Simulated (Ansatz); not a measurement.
Harmonic frequencies (cm⁻¹) at PBE0-D4/def2-TZVP from Ansatz: 88, 112, 127, 247, 263, 313, 452, 605, 638, 801, 843, 1551, 3561, 3665, 3886.

Each molecule was computed in one conformer, which needn't be the lowest.

Q: Which molecule is it?
A. `[NH2][In]([OH])[Br]`
B. `[NH2][In]([SH])[Br]`
C. `C=[CH][In]([F])[Cl]`
D. `[OH][In]([OH])[SH]`

A: A.
